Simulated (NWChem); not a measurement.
Molecule: Si2H4S, singlet; SMILES [SiH3][Si]S

```xyz
7

Si    -1.1654     0.1316     0.0013
S      0.4712     1.4969     0.0006
H     -0.2399     2.6524     0.0012
Si     0.3021    -1.7790     0.0020
H      1.7679    -1.4695    -0.0043
H     -0.0164    -2.6177    -1.1997
H     -0.0078    -2.6084     1.2125
```
Atoms are numbered in this order, from 1.

Results from NWChem. Geometry optimised at PBE0/def2-SVP; all other runs use it. Low-valent species are run as closed-shell singlets; no triplet was tried in these runs.

```json
[
 {"quantity": "vertical, lowest state with f > 0.02, singlet (eV)", "level": "PBE0/def2-SVPD, TDA", "value": "5.09"},
 {"quantity": "solvation free energy (kcal/mol) in n-hexane", "level": "PBE0/def2-SVP, SMD", "value": "?"},
 {"quantity": "anisotropy (bohr³), static", "level": "PBE0/def2-SVPD", "value": "?"},
 {"quantity": "vertical ionisation energy, ΔSCF (eV)", "level": "PBE0/def2-SVP", "value": "8.46"},
 {"quantity": "dipole (D)", "level": "PBE0/def2-SVP", "value": "?"},
 {"quantity": "highest harmonic frequency (cm⁻¹)", "level": "PBE0/def2-SVP", "value": "2663"}
]
```

Problem. What belongs in the gaps?

Solution. 
- solvation free energy (kcal/mol) in n-hexane, value: -2.8
- anisotropy (bohr³), static, value: 38.2
- dipole (D), value: 1.10
